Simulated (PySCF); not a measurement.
Isomers of C4H14Si4, mass 174.017 u with the commonest isotopes. Method used: PySCF, PBE0-D3(BJ)/def2-SVP geometry optimisation, gas phase. One conformer each, none proved a minimum here; rigid rotors.

Problem. Order these by rotational constant A, smallest first.
A. `[CH2:1]=[CH:2][CH2:3][Si@@H:4]1[SiH2:5][SiH2:6][Si@@H:7]1[CH3:8]` with C1–C2–C3–Si4 105°, C2–C3–Si4–Si5 -70°, C3–Si4–Si5–Si6 -82°, Si4–Si5–Si6–Si7 -26°, Si5–Si6–Si7–C8 148°, C3–Si4–Si7–Si6 82°
B. `[CH3:1][C:2]#[C:3][SiH2:4][Si@@H:5]([CH3:6])[SiH2:7][SiH3:8]` with C3–Si4–Si5–C6 0°, Si4–Si5–Si7–Si8 178°
C. `[CH2:1]1[CH2:2][CH:3]([SiH:4]2[SiH2:5][SiH2:6][SiH2:7]2)[CH2:8]1` with C2–C3–Si4–Si5 -158°, C8–C1–C2–C3 -19°, C1–C2–C3–Si4 142°, C3–Si4–Si5–Si6 90°, Si4–Si5–Si6–Si7 21°

Solution. A (1249 MHz), C (1472 MHz), B (1965 MHz).

Problem. Order these by out-of-plane moment Σ m c² = (Ia + Ib − Ic)/2, largest first.
A. `[CH2:1]=[CH:2][CH2:3][Si@@H:4]1[SiH2:5][SiH2:6][Si@@H:7]1[CH3:8]` with C1–C2–C3–Si4 105°, C2–C3–Si4–Si5 -70°, C3–Si4–Si5–Si6 -82°, Si4–Si5–Si6–Si7 -26°, Si5–Si6–Si7–C8 148°, C3–Si4–Si7–Si6 82°
B. `[CH3:1][C:2]#[C:3][SiH2:4][Si@@H:5]([CH3:6])[SiH2:7][SiH3:8]` with C3–Si4–Si5–C6 0°, Si4–Si5–Si7–Si8 178°
C. `[CH2:1]1[CH2:2][CH:3]([SiH:4]2[SiH2:5][SiH2:6][SiH2:7]2)[CH2:8]1` with C2–C3–Si4–Si5 -158°, C8–C1–C2–C3 -19°, C1–C2–C3–Si4 142°, C3–Si4–Si5–Si6 90°, Si4–Si5–Si6–Si7 21°

Solution. C (152.35 u·Å²), A (110.65 u·Å²), B (67.29 u·Å²).

Problem. Order these by rotational constant B, largest first.
A. `[CH2:1]=[CH:2][CH2:3][Si@@H:4]1[SiH2:5][SiH2:6][Si@@H:7]1[CH3:8]` with C1–C2–C3–Si4 105°, C2–C3–Si4–Si5 -70°, C3–Si4–Si5–Si6 -82°, Si4–Si5–Si6–Si7 -26°, Si5–Si6–Si7–C8 148°, C3–Si4–Si7–Si6 82°
B. `[CH3:1][C:2]#[C:3][SiH2:4][Si@@H:5]([CH3:6])[SiH2:7][SiH3:8]` with C3–Si4–Si5–C6 0°, Si4–Si5–Si7–Si8 178°
C. `[CH2:1]1[CH2:2][CH:3]([SiH:4]2[SiH2:5][SiH2:6][SiH2:7]2)[CH2:8]1` with C2–C3–Si4–Si5 -158°, C8–C1–C2–C3 -19°, C1–C2–C3–Si4 142°, C3–Si4–Si5–Si6 90°, Si4–Si5–Si6–Si7 21°

Solution. A (710.5 MHz), C (666.4 MHz), B (357.6 MHz).

| SMILES | point group | Ia (u·Å²) | Ib (u·Å²) | Ic (u·Å²) | κ | μa (D) | μb (D) | μc (D) |
| --- | --- | --- | --- | --- | --- | --- | --- | --- |
| CC#C[SiH2][Si@@H](C)[SiH2][SiH3] | C1 | 257.18 | 1413.20 | 1535.81 | -0.97 | 1.62 | 1.68 | 0.11 |
| C=CC[Si@@H]1[SiH2][SiH2][Si@@H]1C | C1 | 404.74 | 711.30 | 894.73 | -0.57 | 0.30 | 1.40 | 0.34 |
| C1CC([SiH]2[SiH2][SiH2][SiH2]2)C1 | C1 | 343.22 | 758.39 | 796.92 | -0.92 | 1.28 | 0.24 | 0.25 |
